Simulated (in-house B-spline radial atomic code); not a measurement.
The numbers below are computed, except where a source is named.
# H in electron gases of falling density

A nucleus sits in a uniform electron gas with a rigid positive background. The Kohn-Sham equations are solved self-consistently in the spin-unpolarised LDA (PW92), non-relativistic, on B-splines with outgoing waves at the boundary and partial waves to l = 8. The model has no lattice, no bands and no magnetic solution. Atomic units; δ_l are the phase shifts at the Fermi level, counted so that each bound state adds π, and good to about 0.0005.

| r_s (bohr) | k_F | δ0/π | δ1/π | δ2/π | shallowest bound level (hartree) | σ_tr (bohr²) | Q (a.u.) |
| --- | --- | --- | --- | --- | --- | --- | --- |
| 1.5 | 1.2794 | 0.271 | 0.048 | 0.011 | none | 3.42 | 0.310 |
| 1.65 | 1.1631 | 0.291 | 0.046 | 0.010 | none | 4.75 | 0.294 |
| 1.8 | 1.0662 | 0.309 | 0.043 | 0.009 | none | 6.37 | 0.278 |
| 2 | 0.9596 | 0.333 | 0.039 | 0.007 | s -0.000114 | 8.98 | 0.257 |
| 2.07 | 0.9271 | 0.341 | 0.038 | 0.007 | s -0.000345 | 10.01 | 0.250 |
| 2.2 | 0.8723 | 0.356 | 0.035 | 0.006 | s -0.00101 | 12.09 | 0.237 |
| 2.4 | 0.7996 | 0.377 | 0.031 | 0.005 | s -0.0024 | 15.69 | 0.217 |
| 2.67 | 0.7188 | 0.404 | 0.025 | 0.003 | s -0.0045 | 21.22 | 0.191 |
| 3 | 0.6397 | 0.434 | 0.017 | 0.002 | s -0.00693 | 28.80 | 0.163 |
| 3.3 | 0.5816 | 0.459 | 0.011 | 0.002 | s -0.00877 | 36.24 | 0.140 |
| 3.6 | 0.5331 | 0.481 | 0.004 | 0.001 | s -0.0102 | 43.99 | 0.120 |
| 4 | 0.4798 | 0.507 | -0.004 | 0.001 | s -0.0115 | 54.55 | 0.098 |

Q = n k_F σ_tr, with n = 3/(4π r_s³).

**Question.** How does the screening charge move between partial waves as the gas thins?

**Answer.** By (2/π)(2l + 1) δ_l, at r_s = 1.5 it is s 0.54, p 0.29, d 0.11, f and beyond 0.06, and at r_s = 4 s 1.01, p -0.03, d 0.01, f and beyond 0.00. The free atom is 1s1.

**Question.** What end-to-end powers of r_s do the first and last rows give for σ_tr and Q?

**Answer.** σ_tr goes as r_s^+2.82 and Q as r_s^-1.18. Since n k_F/k_F² goes as r_s⁻², Q = 4π n Σ/k_F would fall as r_s⁻² at fixed phase shifts; the sum Σ (l + 1) sin²(δ_l − δ_(l+1)) is 0.445 in the first row and 0.999 in the last, and ranges from 0.45 to 1.00 between them, so these powers are no law.
